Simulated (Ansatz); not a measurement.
`CB[SiH](C)N` + `[SbH3]` → `C[BH][SbH2]` + `C[SiH2]N` at 500 K and 1 bar (formal exchange of groups at a B–Si bond).

Isolated molecules relaxed with PBE0-D4/def2-TZVP in Ansatz; ΔE leaves out vibrations. CBS: MP2 limit from def2 TZ/QZ plus the TZ coupled-cluster correction, frozen cores. Elements past krypton have def2 core potentials. For Sb outer-core shells are correlated without core-valence functions, which leaves a few kJ/mol of doubt a bond. One conformer a species, not always the lowest.

| species | CCSD(T)/CBS energy (Eh) | H − E (kJ/mol) | S (J/(mol·K)) |
| --- | --- | --- | --- |
| `CB[SiH](C)N` | -450.72341 | 376.0 | 474.3 |
| `[SbH3]` | -241.78682 | 70.2 | 256.6 |
| `C[BH][SbH2]` | -306.44336 | 201.4 | 379.4 |
| `C[SiH2]N` | -386.08232 | 247.9 | 360.4 |

H − E and S are ideal-gas, rigid-rotor, harmonic terms from PBE0-D4/def2-TZVP, for one conformer and one mirror image of each species. 1 Eh = 2625.50 kJ/mol, R = 8.31446 J/(mol·K).

Q: By hand: ΔE, ΔH, ΔS and ΔG.

A: ΔE = (-306.44336) + (-386.08232) − (-450.72341) − (-241.78682) = -0.01545 Eh = -40.6 kJ/mol. Δ(H − E) = 201.4 + 247.9 − 376.0 − 70.2 = 3.1, so ΔH = -37.5 kJ/mol. ΔS = 379.4 + 360.4 − 474.3 − 256.6 = 8.9 J/(mol·K). ΔG = -37.5 − 500 × (8.9)/1000 = -42.0 kJ/mol.

Q: By hand: the equilibrium constant, and the temperature at which ΔG would vanish if ΔH and ΔS stayed fixed.

A: log₁₀ K = −ΔG/(RT ln 10) = 4.4. ΔH and −TΔS have one sign here, so there is no such temperature.

The number of gas molecules stays the same, so ΔS is small and ΔH decides. A doubt of 5 kJ/mol in ΔE shifts log₁₀ K by 0.5 here. Other conformers and mirror images would add mixing entropy, several J/(mol·K) or more a flexible species. Modes under 60 cm⁻¹, often nearly free rotors, make the harmonic entropy too high. These are equilibria of isolated gas molecules and say nothing of rates. Largest T1 diagnostic: 0.014 (customary marks: 0.02 for closed shells, 0.045 for open ones).

ΔS is within the doubt of such terms, so its sign, and with it that verdict, could turn.
